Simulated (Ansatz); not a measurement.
Consider the ligand exchange at a Ge–C bond: `O[SiH](O)[CH2][GeH3]` + `C=C[SiH2]S` → `C=C[SiH2][S][GeH3]` + `C[SiH](O)O`.

Computed with Ansatz on PBE0-D4/def2-TZVP structures; ΔE is electronic, products minus reactants. CCSD(T)/CBS is the MP2 limit (def2-TZVPP, def2-QZVPP) plus CCSD(T) − MP2 in def2-TZVPP, frozen cores. DFT in def2-TZVPP. B3LYP here is the variant with VWN-RPA as its local correlation; programs differ in this. For Ge outer-core shells are correlated without core-valence functions, which leaves a few kJ/mol of doubt a bond. Scalar relativity is left out up to krypton. Each species was taken in one conformer, which may not be the lowest.

```csv
level,ΔE (kcal/mol),difference from CCSD(T)/CBS
PBE-D4,-15.1,-1.1
r2SCAN-D4,-15.1,-1.1
PBE0-D4,-15.2,-1.2
B3LYP-D4,-15.2,-1.2
ωB97X-V,-14.3,-0.3
ωB97M-V,-14.5,-0.5
B2PLYP,-14.1,-0.1
PBE,-14.2,-0.2
r2SCAN,-14.9,-0.9
PBE0,-14.5,-0.5
B3LYP,-13.8,0.2
HF/def2-TZVPP,-14.1,-0.1
MP2/def2-TZVPP,-14.4,-0.4
SCS-MP2/def2-TZVPP,-13.9,0.1
CCSD/def2-TZVPP,-13.1,0.9
CCSD(T)/def2-TZVPP,-13.4,0.6
HF/def2-QZVPP,-14.0,0.0
MP2/def2-QZVPP,-14.7,-0.7
SCS-MP2/def2-QZVPP,-14.2,-0.2
HF/CBS(def2),-14.0,0.0
MP2/CBS(def2),-14.9,-0.9
CCSD/CBS(def2),-13.7,0.3
CCSD(T)/CBS,-14.0,0
```

Largest T1 diagnostic among the species: 0.012.

The D4 term adds −1.4 kcal/mol with B3LYP and −0.8 kcal/mol with PBE0; it sums over pairs of atoms, weighted by their polarisabilities, and B3LYP, whose exchange is more repulsive, gets the larger term.
